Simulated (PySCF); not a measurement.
# Identify the compound

Molecular formula: C$_{6}$H$_{11}$PSi. Simulated spectra:

¹H NMR (300 MHz, computed): δ 6.53 (m, 2H), 6.25 (m, 2H), 3.82 (m, 3H), 2.90 (m, 2H), 0.85 (m, 2H).

¹³C{¹H} NMR (computed): δ 136.9 (CH), 136.9 (CH), 33.1 (CH2), 4.2 (CH2).

PySCF 2.14 calculation with GIAO PBE0/pcSseg-1 shieldings and structure optimised with GFN2-xTB; non-relativistic, gas phase, fast rotation and ring inversion assumed for equivalent nuclei, single conformer.

References, each an isolated molecule treated in the same way: TMS for ¹H (σ = 31.72 ppm) and ¹³C (σ = 186.93 ppm).

Which of these isomers gave the spectra?
A. [SiH3]CP1C=CCC=C1
B. C[Si@@H](P)C#CC1CC1
C. Cc1[pH]cc([SiH3])c1C
D. Cc1cc([SiH3])c(C)[pH]1

## Answers

A. 

4 carbon signals for 6 carbons: some carbons are equivalent by symmetry or fast rotation. Carbon types of the structure: 4 × CH, 2 × CH2, leaving 3 H on heteroatoms. δC 136.9, 136.9: alkene CH; as expected for a trigonal carbon in a double bond. δC 33.1: allylic sp3 CH2; a saturated carbon with 2 carbon neighbours and no heteroatom attached. δH 6.53, 6.25: hydrogen on an alkene CH; a vinylic proton, deshielded by the sp2 carbon and the C=C anisotropy. δH 2.90: hydrogen on an allylic sp3 CH2; allylic position. δH 0.85: hydrogen on an sp3 CH2 bonded to P and Si; an electropositive neighbour shields it, as in TMS itself.

The others: Cc1[pH]cc([SiH3])c1C would give 6 carbon signals, not 4; C[Si@@H](P)C#CC1CC1 would give 6 carbon signals, not 4; Cc1cc([SiH3])c(C)[pH]1 would give 6 carbon signals, not 4.

Splittings by ³¹P in the carbon and heteronuclear signals aren't shown, as no couplings were computed. Shifts are as computed. Against solution values, carbons near 30 ppm lie about +3 ppm off and those near 130 ppm about +5 ppm. Of 1211 compounds with measured shifts, 218 miss one by over three times the rms of a fit or turn the order of signals round; such compounds aren't used in these exercises. Multiplicities follow the n + 1 count of equivalent neighbours, as no J values were calculated; m marks all less simple cases, F and P coupling included.
